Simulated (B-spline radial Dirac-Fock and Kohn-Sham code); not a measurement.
# Two-hole binding energies of Hg²⁺

System: the Hg²⁺ ion, [Xe] 4f14 5d10.

Calculated with a B-spline atomic structure program, using ΔSCF Dirac-Fock with Breit, self-energy and vacuum polarisation, finite nucleus, configuration average. U is the two-hole binding energy less the two single-hole energies, the effective repulsion of the holes after relaxation. Each two-hole energy is an average over J within one jj subconfiguration.

```csv
holes,E(a) (eV),E(b) (eV),E(ab) (eV),U (eV)
1s⁻¹ 3d3/2⁻¹,83125.1,2414.1,85651.1,111.9
1s⁻¹ 3d5/2⁻¹,83125.1,2323.3,85554.7,106.2
2s⁻¹ 2p1/2⁻¹,14877.1,14236.4,29351.3,237.7
2s⁻¹ 3p1/2⁻¹,14877.1,3311.7,18293.5,104.7
2p1/2⁻¹ 3p3/2⁻¹,14236.4,2880.5,17216.9,100.0
2p3/2⁻¹ 3d3/2⁻¹,12310.9,2414.1,14834.9,110.0
3p1/2⁻¹ 3p3/2⁻¹,3311.7,2880.5,6260.1,67.9
3p3/2⁻²,2880.5,2880.5,5827.8,66.8
3d3/2⁻²,2414.1,2414.1,4908.6,80.4
3d3/2⁻¹ 3d5/2⁻¹,2414.1,2323.3,4817.9,80.5
5p1/2⁻²,111.7,111.7,242.4,19.1
5d3/2⁻²,34.86,34.86,?,?
5d3/2⁻¹ 5d5/2⁻¹,34.86,32.98,82.35,14.5
5d5/2⁻²,32.98,32.98,80.21,14.2
```

Q: Give the missing two-hole energy and U.

A: E(ab) = 84.17 eV and U = 14.5 eV.
